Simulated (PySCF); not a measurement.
Species: C5H6F2O2.
Bonds: C1–C2, C2–O3, O3–C4, C4–O5 (double), C4–C6, C6–C7 (double), C7–F8, C7–F9. Hydrogens: H10, H11, H12 on C1; H13, H14 on C2; H15 on C6.

A calculation gives these core lines: C 1s: 290.93 (area 1), 291.40 (area 1), 292.50 (area 1), 294.67 (area 1), 296.07 (area 1) eV; O 1s: 537.42 (area 1), 539.29 (area 1) eV; F 1s: 694.58 (area 1), 694.61 (area 1) eV.

Computed, not measured: PySCF 2.14.0, delta-SCF UKS SCAN, pcX-2 on the ionised atom, pcseg-1 elsewhere, spin-free X2C. One conformer (not necessarily the lowest) at the PBE0-D3(BJ)/def2-SVP geometry, without solvent, vibrations or thermal averaging.

(1) Order the carbon atoms by C 1s binding energy.

(2) Order the oxygen atoms by O 1s binding energy.

Answers

(1) 290.93 eV: C1 (methyl carbon); 291.40 eV: C6 (alkene CH carbon); 292.50 eV: C2 (sp3 carbon bound to oxygen); 294.67 eV: C4 (ester carbonyl carbon); 296.07 eV: C7 (=CF2 carbon). Lowest listed C 1s: C1, bonded to C and 3 H. Highest, 5.14 eV above it: C7, bonded to 2 F and C (double bond). The widest gap between neighbouring values is 2.17 eV, between 292.50 and 294.67 eV. Summing the Pauling electronegativity differences to the bonded atoms, each weighted by its formal bond order, gives -1.05 for the lowest site and +2.86 for the highest; no listed site has a larger sum than the highest.

(2) 537.42 eV: O5 (ester carbonyl oxygen); 539.29 eV: O3 (ester single-bonded oxygen). Lowest listed O 1s: O5, bonded to C (double bond). Highest, 1.87 eV above it: O3, bonded to 2 C. Summing the Pauling electronegativity differences to the bonded atoms, each weighted by its formal bond order, gives -1.78 for the lowest site and -1.78 for the highest; the sum is the same at every site.

Bonded neighbours of each site: C1: C and 3 H; C2: O, C and 2 H; O3: 2 C; C4: O (double bond), O and C; O5: C (double bond); C6: C (double bond), C and H; C7: 2 F and C (double bond); F8: C; F9: C.

**Question.** Which effective nuclear charge Zeff reproduces each element's mean 1s value in the hydrogen-like formula E = 13.606 eV × Zeff²?

**Answer.** C (Z = 6): mean 293.1 eV, Zeff = 4.64, Z − Zeff = 1.36; O (Z = 8): mean 538.4 eV, Zeff = 6.29, Z − Zeff = 1.71; F (Z = 9): mean 694.6 eV, Zeff = 7.15, Z − Zeff = 1.85. Means run over the listed sites, weighted by atom count.

The values belong to the conformer `[CH3:1][CH2:2][O:3][C:4](=[O:5])[CH:6]=[C:7]([F:8])[F:9]`: C1–C2–O3–C4 -84°, C2–O3–C4–O5 0°, O3–C4–C6–C7 -1°.
